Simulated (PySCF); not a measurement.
A small calculation by hand: chemical shift, span and skew from a shielding tensor

(1R)-1-chloro-1-fluoro-2-methylpropane (C₄H₈ClF), SMILES CC(C)[C@H](F)Cl. Atoms are numbered in the order given.

```xyz
14

C     -0.4171     1.9316    -0.6315
C     -0.1519     0.4784    -0.9969
C     -1.4311    -0.3272    -1.1758
C      0.8000    -0.1773    -0.0127
F      1.1115    -1.4296    -0.4236
Cl     0.1060    -0.2791     1.6379
H     -0.9634     1.9996     0.3214
H      0.5173     2.5054    -0.5283
H     -1.0246     2.4167    -1.4093
H      0.4105     0.4538    -1.9491
H     -2.0482     0.1068    -1.9760
H     -2.0228    -0.3287    -0.2479
H     -1.2072    -1.3703    -1.4400
H      1.7341     0.3951     0.0973
```
Charge 0, spin multiplicity 1.

Coordinates come from a PBE0-D3(BJ)/def2-SVP optimisation. One conformer was computed; it need not be the lowest.

GIAO shieldings from PBE/pcSseg-1 run with PySCF, non-relativistic, no solvent. The symmetric part of the tensor of F5 has the principal values 218.8, 286.4, 396.4 ppm. The same nucleus in CFCl3 has σ = 133.6 ppm at this level (PySCF, at its B3LYP-D3(BJ)/def2-TZVP geometry). Without spin–orbit terms, shifts of atoms bonded to Cl or Br come out too high.

### Question
Work out the isotropic shielding, the ¹⁹F shift against CFCl3, the span and the skew.

### Answer

σ(iso) = (σ11 + σ22 + σ33)/3 = 300.5 ppm. δ = σ(ref) − σ(iso) = 133.6 − (300.5) = -166.9 ppm.
Span Ω = σ33 − σ11 = 177.6 ppm. Skew κ = 3(σ(iso) − σ22)/Ω = 0.24. Tumbling in solution averages the tensor to δ; in a static solid the shielding alone would spread this spin-1/2 line over Ω.
